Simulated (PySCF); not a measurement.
diarsenic (As2), singlet, at a GFN2-xTB geometry, with bond 2-1 at 3.0 times its length; B3LYP/6-31G* (PySCF).

Input for PySCF:
```python
from pyscf import gto, scf, dft

mol = gto.Mole()
mol.atom = '''
    As   -0.000000   -0.000000   -1.046992
    As    0.000000    0.000000    5.234961
'''
mol.basis = '6-31g*'
mol.charge = 0
mol.spin = 0
mol.verbose = 4
mol.build()

mf = dft.RKS(mol)
mf.xc = 'b3lyp'
mf.kernel()
mo_i, mo_e, stable_i, stable_e = mf.stability(internal=True, external=True, return_status=True, nroots=6, tol=1e-6)
print('internally stable:', stable_i, ' externally stable:', stable_e)
if not stable_e:
    umf = mf.to_uhf() if not hasattr(mf, 'xc') else mf.to_uks()
    umf.scf_summary = {}
    umf.kernel(umf.make_rdm1(mo_e, umf.mo_occ))
mf.analyze()
```

### Question
Predict the main parts of the log of this PySCF run.

### Answer

```
PySCF version 2.14.0

[INPUT] verbose = 4
[INPUT] num. atoms = 2
[INPUT] num. electrons = 66
[INPUT] charge = 0
[INPUT] spin (= nelec alpha-beta = 2S) = 0
[INPUT] symmetry False subgroup None
[INPUT] Mole.unit = angstrom
[INPUT] Symbol           X                Y                Z      unit          X                Y                Z       unit  Magmom
[...]
nuclear repulsion = 91.734844672012
number of shells = 24
number of NR pGTOs = 190
number of NR cGTOs = 64
basis = 6-31g*
ecp = {}

******** <class 'pyscf.dft.rks.RKS'> ********
method = RKS
initial guess = minao
damping factor = 0
level_shift factor = 0
DIIS = <class 'pyscf.scf.diis.CDIIS'>
diis_start_cycle = 1
diis_space = 8
diis_damp = 0
SCF conv_tol = 1e-09
SCF conv_tol_grad = None
SCF max_cycles = 50
direct_scf = True
direct_scf_tol = 1e-13
XC library pyscf.dft.libxc version 7.1.2
    S. Lehtola, C. Steigemann, M. J. T. Oliveira, and M. A. L. Marques,  SoftwareX 7, 1–5 (2018)
XC functionals = b3lyp
    P. J. Stephens, F. J. Devlin, C. F. Chabalowski, and M. J. Frisch,  J. Phys. Chem. 98, 11623 (1994)
radial grids:
    Treutler-Ahlrichs [JCP 102, 346 (1995); DOI:10.1063/1.469408] (M4) radial grids

becke partition: Becke, JCP 88, 2547 (1988); DOI:10.1063/1.454033
pruning grids: <function nwchem_prune>
grids dens level: 3
symmetrized grids: False
atomic radii adjust function: <function treutler_atomic_radii_adjust>
small_rho_cutoff = 0
Set gradient conv threshold to 3.16228e-05
Initial guess from minao.
tot grids = 40848
init E= -4469.42538484197

cycle= 1 E= -4470.94667782256  delta_E= -1.52  |g|= 0.23  |ddm|= 1.91
cycle= 2 E= -4470.94724850823  delta_E= -0.000571  |g|= 0.204  |ddm|= 0.11
cycle= 3 E= -4470.94994601893  delta_E= -0.0027  |g|= 0.00525  |ddm|= 0.0738
cycle= 4 E= -4470.94995354256  delta_E= -7.52e-06  |g|= 0.000211  |ddm|= 0.0118
cycle= 5 E= -4470.94995350284  delta_E= 3.97e-08  |g|= 0.000434  |ddm|= 0.000605
cycle= 6 E= -4470.94995344899  delta_E= 5.39e-08  |g|= 0.000606  |ddm|= 0.000732
cycle= 7 E= -4470.94995355986  delta_E= -1.11e-07  |g|= 9.08e-06  |ddm|= 0.000429
cycle= 8 E= -4470.9499535599  delta_E= -4.09e-11  |g|= 5.72e-08  |ddm|= 1.34e-05
Extra cycle  E= -4470.9499535599  delta_E= 7.28e-12  |g|= 4.4e-08  |ddm|= 1.57e-07
converged SCF energy = -4470.9499535599
rhf_internal: lowest eigs of H = [-0.03042123 -0.03041873 -0.0249565  -0.02495647 -0.02358863  0.00126803]
<class 'pyscf.dft.rks.RKS'> wavefunction has an internal instability
[...]
<class 'pyscf.dft.rks.RKS'> wavefunction has an real -> complex instability
<class 'pyscf.dft.rks.RKS'> wavefunction has an RHF/RKS -> UHF/UKS instability
internally stable: False  externally stable: False
[...]
cycle= 27 E= -4468.47484857533  delta_E= -0.088  |g|= 0.795  |ddm|= 0.185
cycle= 28 E= -4468.24536559766  delta_E= 0.229  |g|= 0.85  |ddm|= 3.23
cycle= 29 E= -4468.21127877805  delta_E= 0.0341  |g|= 0.859  |ddm|= 0.07
cycle= 30 E= -4468.08144855128  delta_E= 0.13  |g|= 0.916  |ddm|= 0.237
cycle= 31 E= -4468.23614806527  delta_E= -0.155  |g|= 0.88  |ddm|= 0.306
cycle= 32 E= -4468.63664200761  delta_E= -0.4  |g|= 0.72  |ddm|= 3.13
cycle= 33 E= -4468.58079272888  delta_E= 0.0558  |g|= 0.715  |ddm|= 0.17
cycle= 34 E= -4468.42204165024  delta_E= 0.159  |g|= 0.803  |ddm|=    3
cycle= 35 E= -4468.52657484058  delta_E= -0.105  |g|= 0.743  |ddm|= 3.04
cycle= 36 E= -4468.15658139871  delta_E= 0.37  |g|= 0.904  |ddm|= 3.28
cycle= 37 E= -4468.23421999394  delta_E= -0.0776  |g|= 0.89  |ddm|= 0.167
cycle= 38 E= -4468.27803636401  delta_E= -0.0438  |g|= 0.856  |ddm|= 0.187
cycle= 39 E= -4468.35050955391  delta_E= -0.0725  |g|= 0.837  |ddm|= 0.152
cycle= 40 E= -4468.21173088956  delta_E= 0.139  |g|= 0.876  |ddm|= 0.33
cycle= 41 E= -4468.14560420842  delta_E= 0.0661  |g|= 0.895  |ddm|= 3.51
cycle= 42 E= -4467.94865545522  delta_E= 0.197  |g|= 0.943  |ddm|= 0.403
cycle= 43 E= -4468.42844940682  delta_E= -0.48  |g|= 0.777  |ddm|= 3.53
cycle= 44 E= -4468.21208109667  delta_E= 0.216  |g|= 0.89  |ddm|= 3.29
cycle= 45 E= -4468.33106737575  delta_E= -0.119  |g|= 0.845  |ddm|= 0.314
cycle= 46 E= -4468.36215381759  delta_E= -0.0311  |g|= 0.857  |ddm|= 0.229
cycle= 47 E= -4468.60561887629  delta_E= -0.243  |g|= 0.715  |ddm|= 3.03
cycle= 48 E= -4469.10563032349  delta_E= -0.5  |g|= 0.958  |ddm|= 0.641
cycle= 49 E= -4468.75996393405  delta_E= 0.346  |g|= 0.816  |ddm|= 0.336
cycle= 50 E= -4468.71850906075  delta_E= 0.0415  |g|= 0.704  |ddm|= 0.269
SCF not converged.
SCF energy = -4468.71850906075 after 50 cycles  <S^2> = 4.3766948e-06  2S+1 = 1.0000088
**** SCF Summaries ****
Total Energy =                       -4470.949953559895221
Nuclear Repulsion Energy =              91.734844672012045
One-electron Energy =                -6407.840409928240661
Two-electron Energy =                 1845.155611696333381
Two-electron Coulomb Energy =         2011.023372641748210
DFT Exchange-Correlation Energy =     -165.867760945414801
**** MO energy ****
[...]
 ** Mulliken pop on meta-lowdin orthogonal AOs  **
 ** Mulliken pop  **
 ** Mulliken atomic charges  **
charge of    0As =     -0.00000
charge of    1As =      0.00000
Dipole moment(X, Y, Z, Debye):  0.00000, -0.00000,  0.00000
```

Convergence was not reached.
